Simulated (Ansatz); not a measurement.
# Two structures of BGaH4Si2

We compare X, a singlet given by its coordinates, with Y, `B1=[SiH][GaH][SiH2]1`, a singlet. Both are isolated molecules in the gas phase, relaxed with B3LYP/6-31G*.

X (Å):

```yaml
atoms:
  - { symbol: B, position_ang: [-1.2432, -2.9415, 2.1344] }
  - { symbol: Ga, position_ang: [-2.3042, -3.1251, 0.5830] }
  - { symbol: Si, position_ang: [0.2342, -2.5148, 3.3546] }
  - { symbol: Si, position_ang: [0.1947, -2.1320, 1.1302] }
  - { symbol: H, position_ang: [0.1145, -1.3974, 4.3300] }
  - { symbol: H, position_ang: [1.0762, -3.5960, 3.9346] }
  - { symbol: H, position_ang: [-2.7680, -3.0608, -0.8987] }
  - { symbol: H, position_ang: [0.8463, -1.6244, -0.1078] }
```

Close contacts (Å): B1–Ga2 1.89, B1–Si3 1.96, B1–Si4 1.93, Ga2–Si4 2.74, Si3–Si4 2.26, Ga2–H7 1.55, Si3–H5 1.49, Si3–H6 1.49, Si4–H8 1.49.

Y (Å):

```xyz
8

B    -1.0778   -1.5324    1.6295
Ga   -0.1359   -3.4871    2.5784
Si   -1.7867   -2.0166    3.2668
Si    0.0425   -2.3460    0.3194
H    -2.5392   -1.2812    4.3113
H     0.6242   -4.7633    3.0631
H     1.4132   -1.8270    0.0803
H    -0.4953   -3.0126   -0.8949
```

Which of the two would you expect CCSD(T)/def2-SVP + ΔMP2/def2-TZVPP electronic energies to favour?

Structure Y; the calculation gives E(Y) − E(X) = −7.8 kcal/mol.

Level by level:

```json
{"level": "B3LYP/6-31G*", "geometry": "B3LYP/6-31G*", "E(Y) − E(X) (kcal/mol)": "−7.7", "departure from the last row (kcal/mol)": "+0.2", "job, with rough time for the two": "optimisation, 83 s"}
{"level": "HF/def2-SVP", "geometry": "B3LYP/6-31G*", "E(Y) − E(X) (kcal/mol)": "−12.6", "departure from the last row (kcal/mol)": "−4.8", "job, with rough time for the two": "part of the CCSD(T) run"}
{"level": "MP2/def2-SVP", "geometry": "B3LYP/6-31G*", "E(Y) − E(X) (kcal/mol)": "−4.9", "departure from the last row (kcal/mol)": "+2.9", "job, with rough time for the two": "part of the CCSD(T) run"}
{"level": "CCSD(T)/def2-SVP", "geometry": "B3LYP/6-31G*", "E(Y) − E(X) (kcal/mol)": "−8.1", "departure from the last row (kcal/mol)": "−0.3", "job, with rough time for the two": "single point"}
{"level": "CCSD(T)/def2-SVP + ΔMP2/def2-TZVPP", "geometry": "B3LYP/6-31G*", "E(Y) − E(X) (kcal/mol)": "−7.8", "departure from the last row (kcal/mol)": "", "job, with rough time for the two": "single point, 38 s"}
```

None of the levels shown reverses the order. The largest departure from CCSD(T)/def2-SVP + ΔMP2/def2-TZVPP is that of HF/def2-SVP, 4.8 kcal/mol. Levels run at GFN2-xTB geometries aren't shown. The last row adds to CCSD(T) the change of the MP2 difference between the two basis sets, here +0.3 kcal/mol.

With harmonic frequencies from B3LYP/6-31G* (ideal gas, rigid rotor, one conformer each, 298.15 K, 1 atm): the zero-point term adds −0.1 kcal/mol; ΔH is −7.9 and ΔG −7.8 kcal/mol.

The correlated steps freeze 20 core orbitals; the filled d shell of Ga is correlated, in a basis made for valence electrons. Mirror images aren't counted in ΔG. Programs: Ansatz 0.2.0 (Pople sets with spherical d functions); the last row on 1 thread of Intel(R) Xeon(R) 6975P-C (Granite Rapids) on a shared host.
